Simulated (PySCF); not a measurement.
Some computed properties have been withheld. Give your best values.

C5H9NO2Si.
Structure used (GFN2-xTB), in Å, numbered top down from 1:
```xyz
18
C5H9NO2Si angstrom
C     -1.8888   -1.8392   -0.0324
C     -1.0034   -0.8729    0.1668
O      0.2938   -1.1345    0.3821
Si     1.4375    0.0519    0.4342
N      2.8872   -0.6458   -0.1749
C      0.7506    1.2495   -0.8523
C     -0.5737    1.2940   -0.9158
C     -1.3632    0.5995    0.1623
O     -0.9860    1.0807    1.4433
H     -1.5916   -2.8718   -0.0154
H     -2.9257   -1.6214   -0.2030
H      1.6508    0.5751    1.7742
H      2.8254   -1.4404   -0.7897
H      3.6652   -0.7499    0.4497
H      1.3532    1.7529   -1.5926
H     -1.1314    1.8167   -1.6819
H     -2.4446    0.7186    0.0133
H     -0.9641    2.0433    1.4203
```

```csv
property,level,value
point group of the GFN2-xTB geometry,GFN2-xTB,?
"rotational constants A, B, C of the GFN2-xTB geometry",GFN2-xTB,"2.186, 1.294, 1.038 GHz"
dipole moment,PBE0/pcSseg-1,?
HOMO energy,PBE0/pcSseg-1,-6.58 eV
LUMO energy,PBE0/pcSseg-1,-0.79 eV
13C chemical shifts (computed TMS as zero) by class,GIAO PBE0/pcSseg-1,?
1H chemical shifts (computed TMS as zero) by class,GIAO PBE0/pcSseg-1,"7.47 (H16), 6.63 (H15), 5.44 (H12), 4.64 (H17), 4.63 (H10), 4.54 (H11), 0.78 (H13/H14), 0.69 (H18) ppm"
"isotropic shieldings of nuclei other than C and H, by class",GIAO PBE0/pcSseg-1,?
```

Gas-phase values; electronic properties from PySCF, density fitting. The structure is a single GFN2-xTB conformer in the gas phase; no vibrational or solvent corrections. GFN2-xTB frequencies show an imaginary mode (134i cm⁻¹), so this geometry is no minimum at that level.

Question: The isotropic shieldings of nuclei other than C and H, by class?

Answer: 245 (N5), 222 (O3), 248 (O9), 385 (Si4) ppm.

Question: The point group of the GFN2-xTB geometry?

Answer: C1.

Question: What are the 13C chemical shifts (computed TMS as zero) by class?

Answer: 161.5 (C2), 158.2 (C7), 147.9 (C6), 97.5 (C1), 73.3 (C8) ppm.

Question: The dipole moment?

Answer: 1.72 D.

With B = h/(8π²I), that is 505.379 GHz u Å² over I, the principal moments of inertia are 231.2, 390.7 and 486.7 u Å² (most abundant isotopes); the inertial defect Ic − Ia − Ib is -135.2 u Å² (zero for a rigid planar frame, negative otherwise). A dipole of 1.72 D is allowed in C1, and pure rotational transitions are dipole-allowed. The rotational constants make it an asymmetric top with κ = (2B − A − C)/(A − C) = -0.56, nearer the prolate limit (−1). The dipole equals about 5.7 × 10⁻³⁰ C·m (1 D = 3.33564 × 10⁻³⁰ C·m).

For the NMR shielding job (PBE0/pcSseg-1), on an Arm Neoverse V1 with one thread (shared host), this took 61 s of wall time and 0.92 GiB of memory at its peak.
